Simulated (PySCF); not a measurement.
PySCF 2.14 output of an unrestricted PBE0 calculation on a single atom or ion in x2c-TZVPPall with one added diffuse shell each of s, p, d, f type (12s8p8d4f1g, 113 functions), with scalar relativity by spin-free X2C-1e:

```
SCF conv_tol = 1e-09
number electrons alpha = 40  beta = 35
    C. Adamo and V. Barone.,  J. Chem. Phys. 110, 6158 (1999)
    M. Ernzerhof and G. E. Scuseria.,  J. Chem. Phys. 110, 5029 (1999)
cycle= 1 E= -16143.2994289034  delta_E= -0.0321  |g|= 0.209  |ddm|= 0.916
cycle= 2 E= -16143.3011230023  delta_E= -0.00169  |g|= 0.21  |ddm|= 0.37
cycle= 3 E= -16143.3051938581  delta_E= -0.00407  |g|= 0.0277  |ddm|= 0.123
cycle= 4 E= -16143.3056188703  delta_E= -0.000425  |g|= 0.00415  |ddm|= 0.0772
cycle= 5 E= -16143.3057549982  delta_E= -0.000136  |g|= 0.000906  |ddm|= 0.0986
cycle= 6 E= -16143.3057593409  delta_E= -4.34e-06  |g|= 0.000205  |ddm|= 0.0174
cycle= 7 E= -16143.3057594398  delta_E= -9.89e-08  |g|= 4.31e-05  |ddm|= 0.00224
cycle= 8 E= -16143.3057594418  delta_E= -2e-09  |g|= 2.64e-06  |ddm|= 0.00015
cycle= 9 E= -16143.3057594418  delta_E= -2e-11  |g|= 4.47e-07  |ddm|= 2.56e-05
converged SCF energy = -16143.3057594418  <S^2> = 8.8319055  2S+1 = 6.02724
```

The run itself started from symmetry-adapted Hartree-Fock orbitals and held the occupation by maximum overlap, on a logarithmic radial grid, so the iterations belong to that start.

Which element, charge and spin multiplicity is this?

W⁻ (tungsten, charge -1), multiplicity 6; the state was [Xe] 4f14 5d5 6s2, high-spin 6S determinant.

Spin-orbit coupling, which splits the p, d and f shells strongly at this Z, is absent. ⟨S²⟩ = 8.83 against 8.75 shows spin contamination. At PBE0 the highest occupied level has a positive energy, so only the finite basis holds that electron; in a semilocal or global hybrid functional this comes from self-interaction and does not mean that the real anion is unbound.
